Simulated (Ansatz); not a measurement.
Basis sets compared for Li2Si4. Total charge 0; singlet. Geometry B3LYP-D4/def2-SVP. Ansatz on 4 threads of Arm Neoverse N1 on a shared host; times are rough, and most runs start from earlier orbitals.

| atom | x (Å) | y (Å) | z (Å) |
| --- | --- | --- | --- |
| Li1 | 1.283 | 1.779 | -0.393 |
| Li2 | -0.161 | -2.048 | -1.737 |
| Si3 | -1.707 | 0.605 | 1.010 |
| Si4 | 0.609 | -1.277 | 0.447 |
| Si5 | -0.600 | 0.302 | -0.992 |
| Si6 | 0.575 | 0.639 | 1.665 |

The restricted singlet is unstable towards broken spin symmetry in Hartree–Fock (as tested in another run); at PBE-D4/def2-SVP, PBE-D4/def2-TZVPD, r2SCAN-D4/def2-TZVP, r2SCAN-D4/def2-TZVPD and others this wasn't settled. The structure comes from a short search, and lower isomers may exist.

Binding counts from free atoms (Li doublet, Si triplet) in the same basis, without a counterpoise term.

```csv
level,functions,energy (Eh),HOMO (eV),LUMO (eV),binding per atom (eV),wall time
PBE-D4/def2-SVP,90,-1172.0220,-4.22,-2.53,2.80,1.8 s
PBE-D4/def2-TZVP,176,-1172.4315,-4.20,-2.57,2.79,3 s
r2SCAN-D4/def2-TZVP,176,-1172.9242,-4.32,-2.47,2.72,7 s
PBE0-D4/def2-SVP,90,-1172.1210,-5.00,-1.93,2.70,2.1 s
PBE0-D4/def2-TZVP,176,-1172.5264,-4.96,-1.96,2.70,3.9 s
```

(1) Estimate the rows for PBE-D4/def2-TZVPD, r2SCAN-D4/def2-TZVPD, PBE0-D4/def2-TZVPD.

Answers

(1) 
| level | functions | energy (Eh) | HOMO (eV) | LUMO (eV) | binding per atom (eV) | wall time |
| --- | --- | --- | --- | --- | --- | --- |
| PBE-D4/def2-TZVPD | 206 | -1172.4328 | -4.20 | -2.58 | 2.80 | 4.1 s |
| r2SCAN-D4/def2-TZVPD | 206 | -1172.9256 | -4.31 | -2.46 | 2.73 | 9.5 s |
| PBE0-D4/def2-TZVPD | 206 | -1172.5278 | -4.95 | -1.96 | 2.70 | 6 s |
